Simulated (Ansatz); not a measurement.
The first iterations of a band of a periodic cell of 17 atoms, Ba$_{16}$H (host Ba, host structure bcc, interstitial H).

All numbers below come from DFT PBE-D3(BJ), scalar-relativistic, plane waves, PAW (Ansatz 0.2.0). Settings: cutoff 420 eV, k mesh 2x2x2, fermi-dirac smearing 0.05 eV, no spin polarisation.

```yaml
movable_images: 5
climbing_image: yes
spring: 2.0 to 10.0 eV/Å², energy-weighted
optimiser: quadratic models (default)
start_path: straight line
force_threshold: 0.05 eV/Å
iteration_limit: 49
end_points: relaxed
```

First end point:

```xyz
17
Lattice="10.0400 0.0000 0.0000 0.0000 10.0400 0.0000 0.0000 0.0000 10.0400" Properties=species:S:1:pos:R:3
Ba 0.041 0.001 0.065
Ba 4.951 0.001 -0.066
Ba -0.005 5.021 0.192
Ba 0.041 0.001 4.944
Ba 2.517 2.708 2.505
Ba 5.135 5.021 -0.078
Ba 4.951 0.001 5.076
Ba 7.416 2.439 2.505
Ba -0.005 5.021 4.817
Ba 2.518 7.335 2.505
Ba 2.470 2.582 7.525
Ba 5.135 5.021 5.088
Ba 7.416 7.604 2.505
Ba 7.601 2.451 7.525
Ba 2.470 7.461 7.525
Ba 7.601 7.592 7.525
H 1.258 5.022 2.504
```

Last end point:

```xyz
17
Lattice="10.0400 0.0000 0.0000 0.0000 10.0400 0.0000 0.0000 0.0000 10.0400" Properties=species:S:1:pos:R:3
Ba 0.070 -0.002 0.042
Ba 4.946 -0.002 0.042
Ba 0.197 5.018 -0.007
Ba -0.067 -0.002 4.949
Ba 2.508 2.705 2.519
Ba 4.818 5.018 -0.007
Ba 5.082 -0.002 4.949
Ba 7.528 2.580 2.468
Ba -0.078 5.018 5.139
Ba 2.508 7.330 2.519
Ba 2.508 2.432 7.412
Ba 5.094 5.018 5.139
Ba 7.528 7.456 2.468
Ba 7.528 2.445 7.603
Ba 2.508 7.605 7.412
Ba 7.528 7.591 7.602
H 2.507 5.018 1.258
```

| iteration | highest image above the first end (eV) | largest band force component (eV/Å) |
| --- | --- | --- |
| 1 | 0.178 | 0.781 |
| 2 | 0.157 | 0.123 |

Question: Does the band converge within its limit, and where does its top end?

Answer: It converged. It ended after 5 iterations with the highest image 0.126 eV above the first end. By the program's own check the climbing image is a first-order saddle point (lowest curvatures found: -0.65 and 0.27 eV/Å²). Limits of this set-up: coarse k mesh, odd electron count without spin, a small cell, in which the defect meets its images, a typed lattice constant that wasn't relaxed here.

Run time: 8 min on 4 threads of Intel(R) Xeon(R) Platinum 8488C (Sapphire Rapids), on a shared host, peak memory 5 GiB.
